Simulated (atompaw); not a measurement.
**Building the PAW (atompaw) potential for phosphorus (P) (LDA (PW92), scalar-relativistic).**

```json
{
  "Element": "P",
  "Generator": "atompaw 4.2.0.5",
  "Type": "PAW",
  "Functional": "LDA (PW92)",
  "Relativity": "scalar-relativistic",
  "Frozen core": "[Ne]",
  "Valence charge": "5",
  "Reference configuration": "3s2 3p1 (charge +2)",
  "Partial waves": "3s (bound): rc 1.95 bohr; 3s channel at -1.95 Ry: rc 1.95 bohr; 3p (bound): rc 1.95 bohr; 3p channel at 0.55 Ry: rc 1.95 bohr",
  "Local potential": "bessel scheme, radius 1.65 bohr",
  "Core correction": "smooth core density matched at 1.35 bohr",
  "Augmentation charge": "sinc compensation charge, radius 1.85 bohr; PAW radius 1.95 bohr; waves and projectors: custom polynom gramschmidtortho"
}
```

* Cutoffs needed: 10 Ry and 15 Ry (the cutoffs (Ry, on a coarse ladder) from which the occupation-weighted sum of valence levels, in a spherical-Bessel basis at the reference potential, stays within 10 and 1 mRy of its value at 400 Ry)
* Ghost test: no extra level below or beside the all-electron valence levels (s, p, d, f tested) (spherical-Bessel basis up to 400 Ry, 20 bohr box)
* Lowest eigenvalue of the overlap operator: 0.29 (s channel)
* Overlap eigenvalues printed by atompaw (projector basis): 0.00413, 0.0657, 0.802, 3.03
* Share of each valence orbital outside the PAW sphere: 3s 33 %, 3p 45 %
